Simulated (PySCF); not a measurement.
A structure optimised at PBE-D3(BJ)/def2-SVP, used in a PySCF frequency run:

```
Si
H 1 1.5096
Si 1 2.3390 2 113.21
H 3 1.5053 1 108.65 2 176.32
H 3 1.5054 4 109.03 1 120.20
H 3 1.5092 4 108.37 5 117.73
Si 1 2.3390 2 113.21 3 -134.85
H 7 1.5052 1 108.65 2 -176.75
H 7 1.5054 8 109.03 1 -120.21
H 7 1.5092 8 108.38 9 -117.72
```
Charge 0, spin multiplicity 2.

Question: Write its SMILES and formula.

Answer: [SiH3][SiH][SiH3], H7Si3

Question: What are its rotational constants (standard atomic weights)?

Answer: 10.822, 1.9030, 1.6933 GHz
